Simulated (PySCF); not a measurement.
Si(All)(H)(Me)2, SMILES [SiH](CC=C)(C)C (GFN2-xTB optimised geometry):

```
18

Si    -0.277     0.320     0.000
C      1.624     0.320     0.000
C     -0.937     2.104     0.000
C     -0.902    -0.571    -1.581
C     -0.408    -1.971    -1.644
C      0.547    -2.398    -2.451
H     -0.779    -0.393     1.189
H      2.012    -0.692    -0.074
H      2.022     0.761     0.909
H      2.022     0.884    -0.839
H     -0.595     2.644     0.878
H     -2.022     2.128     0.004
H     -0.601     2.656    -0.874
H     -0.574    -0.024    -2.465
H     -1.993    -0.571    -1.579
H     -0.867    -2.656    -0.942
H      0.889    -3.419    -2.446
H      1.026    -1.738    -3.157
```

Computed with B3LYP/def2-SVP (PySCF).

**Question.** What are the frontier orbital energies and the dipole moment?

**Answer.** HOMO-2 -8.60 eV, HOMO-1 -8.30 eV, HOMO -6.65 eV, LUMO 0.43 eV, LUMO+1 1.48 eV; dipole moment 0.63 D.

On the same geometry PBE/def2-SVP in PySCF gives HOMO-2 -7.46 eV, HOMO-1 -7.22 eV, HOMO -5.75 eV, LUMO -0.39 eV, LUMO+1 0.98 eV; dipole moment 0.70 D.

Meta-Löwdin charges at B3LYP/def2-SVP: Si1 0.79, C2 -0.54, C3 -0.53, C4 -0.40, C5 -0.07, C6 -0.25, H7 -0.13, H8 0.11, H9 0.11, H10 0.10, H11 0.11, H12 0.11, H13 0.11, H14 0.10, H15 0.10, H16 0.09, H17 0.10, H18 0.09.
